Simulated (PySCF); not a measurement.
CH8N2Si3. Atoms are numbered in the order given.

```xyz
14

N      2.9402     0.7847     0.0343
Si     1.5030     0.1253     0.7055
N      0.4501    -0.9513    -0.3245
C     -0.7249    -0.4059    -0.2636
Si    -2.2429    -1.2190    -1.0693
Si    -0.5453     1.2876     0.6861
H      3.8404     0.3316     0.1557
H      2.9259     1.3833    -0.7848
H      1.9189    -0.6307     1.9193
H     -2.7857    -0.2978    -2.1139
H     -1.9046    -2.5349    -1.6781
H     -3.2993    -1.3939    -0.0267
H     -1.4222     1.5686     1.8678
H     -0.6650     2.4598    -0.2388
```
Charge 0, spin multiplicity 1.

The structure is a stationary point at B3LYP-D3(BJ)/def2-SVP. The structure was generated by enumeration; whether it is a known compound was not checked. One conformer was computed; it need not be the lowest.

Method: B3LYP/pcSseg-1 run with PySCF.

GIAO shieldings, no solvent; atoms listed in one row are averaged. δ = σ(ref) − σ: ¹⁵N against NH3 (σ = 265.5 ppm); ²⁹Si against TMS (σ = 338.7 ppm); ¹³C against TMS (σ = 181.3 ppm); ¹H against TMS (σ = 31.68 ppm), references at their B3LYP-D3(BJ)/def2-TZVP geometries, non-relativistic.

```
nucleus          atoms  count  δ (ppm)
-------  -------------  -----  -------
¹⁵N                 N3      1    668.1
¹⁵N                 N1      1     41.9
²⁹Si               Si6      1     -9.1
²⁹Si               Si2      1    -16.2
²⁹Si               Si5      1    -75.1
¹³C                 C4      1    250.7
¹H                 H13      1     6.10
¹H                 H14      1     5.51
¹H                  H9      1     5.39
¹H       H10, H11, H12      3     4.46
¹H                  H7      1     2.19
¹H                  H8      1     1.55
```
